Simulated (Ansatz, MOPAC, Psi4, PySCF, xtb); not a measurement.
Complex: HF (SMILES F) (first 2 atoms) with H2S (SMILES S); geometry from B3LYP-D3(BJ)/def2-TZVP, rigid monomers moved along the line of their centres of mass till H2···S3 is 2.02 Å.
(charge 0, multiplicity 1):
```xyz
5

F     -0.322     1.230     0.103
H     -0.039     0.652     0.787
S      0.386    -0.577     2.329
H     -0.192     0.228     3.237
H     -0.733    -1.303     2.165
```

Counterpoise-corrected where a basis set is named; no monomer relaxation. Rows marked so take none.

Cores are frozen in the correlated methods. Rows in 3-21G, 6-31G*, STO-3G carry no dispersion term and start afresh at each structure (6-31G* with six Cartesian d functions). The state that PM6 reach isn't checked.

Codes used: Ansatz (a first-principles code) with Gaussian orbitals; MOPAC for PM6 (differences of heats of formation); Psi4 for SAPT; PySCF for 3-21G rows, 6-31G* rows, STO-3G rows; xtb for the GFN methods. 

| level | interaction energy (meV) |
|---|---|
| PM6 | 43.0 |
| GFN1-xTB | -476.5 |
| HF/STO-3G (no counterpoise) | -64.6 |
| HF/3-21G (no counterpoise) | -9.1 |
| HF/6-31G* (no counterpoise) | -10.4 |
| BP86/6-31G* (no counterpoise) | -157.1 |
| B3LYP/3-21G (no counterpoise) | -164.2 |
| CCSD/aug-cc-pV(D+d)Z | -102.4 |
| SAPT0/jun-cc-pV(D+d)Z | (withheld) |

Problem. Complete the blanks.

Solution. 
- SAPT0/jun-cc-pV(D+d)Z, interaction energy (meV): -147.4
